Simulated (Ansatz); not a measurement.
Reaction (redistribution): `[SiH3][CH2][AlH][GaH2]` + `C[SiH2]N` → `[NH2][AlH][GaH2]` + `C[SiH2]C[SiH3]`

Isolated molecules relaxed with PBE0-D4/def2-TZVP in Ansatz; ΔE leaves out vibrations. CCSD(T)/CBS is the MP2 limit (def2-TZVPP, def2-QZVPP) plus CCSD(T) − MP2 in def2-TZVPP, frozen cores. Functionals use def2-TZVPP. For Ga outer-core shells are correlated without core-valence functions, which leaves a few kJ/mol of doubt a bond. Scalar relativity is left out up to krypton. One conformer a species, not always the lowest.

**Question.** Is it downhill or uphill in electronic energy at CCSD(T)/CBS, and by how much? (Best estimate.)

**Answer.** Computed: Downhill: ΔE = -41.8 kJ/mol.

**Question.** What do these levels give: r2SCAN-D4, PBE0-D4, ωB97M-V, PBE0, SCS-MP2/def2-TZVPP, CCSD/def2-TZVPP, CCSD(T)/def2-TZVPP, MP2/def2-QZVPP, SCS-MP2/def2-QZVPP, HF/CBS(def2), MP2/CBS(def2), CCSD/CBS(def2)? (Estimate.)

**Answer.** Computed: r2SCAN-D4 -38.3, PBE0-D4 -37.5, ωB97M-V -41.2, PBE0 -39.4, SCS-MP2/def2-TZVPP -47.4, CCSD/def2-TZVPP -46.1, CCSD(T)/def2-TZVPP -43.5, MP2/def2-QZVPP -41.9, SCS-MP2/def2-QZVPP -46.9, HF/CBS(def2) -60.6, MP2/CBS(def2) -41.0, CCSD/CBS(def2) -44.4 kJ/mol.

Largest T1 diagnostic among the species: 0.013.

In def2-TZVPP, CCSD(T) changes the Hartree–Fock value by +16.5 kJ/mol (the triples alone add +2.6 kJ/mol) and MP2 by +17.4 kJ/mol. The D4 term adds +4.2 kJ/mol with B3LYP and +1.9 kJ/mol with PBE0; it sums over pairs of atoms, weighted by their polarisabilities, and B3LYP, whose exchange is more repulsive, gets the larger term.

B3LYP here is the variant with VWN-RPA as its local correlation; programs differ in this.
